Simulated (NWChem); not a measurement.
System: C3H5Br; SMILES C(/C)=C/Br

The following NWChem deck was run.

```
start job
memory heap 200 mb stack 900 mb global 1100 mb
geometry units angstroms noautosym nocenter noautoz
  C     -0.875967     2.194576     0.000000
  C      0.548395     1.731931     0.000000
  C      1.018253     0.486392     0.000000
  Br    -0.069181    -1.093138     0.000000
  H     -1.576876     1.356738     0.000000
  H     -1.078594     2.817031    -0.881294
  H     -1.078594     2.817031     0.881294
  H      1.312308     2.511304     0.000000
  H      2.072943     0.241609     0.000000
end
basis spherical
  C library 6-31g*
  Br library 6-31g*
  H library 6-31g*
end
dft
  xc pbe0
  iterations 150
end
cosmo
  dielec 46.7
end
task dft energy
```

Geometry: optimised at B3LYP/6-31G* (spherical d).

Level: PBE0/6-31G* with COSMO at NWChem's default radii, gas-phase geometry; the question gives the dielectric constant.

**Question.** Give the results of this calculation. (PBE0/6-31G* (spherical d), COSMO on the gas-phase geometry.) Quantities: electrostatic solvation energy (kcal/mol); dipole in solution (D).

**Answer.** 
| Property | Result |
|---|---|
| electrostatic solvation energy (kcal/mol) | -2.8 |
| dipole in solution (D) | 2.62 |
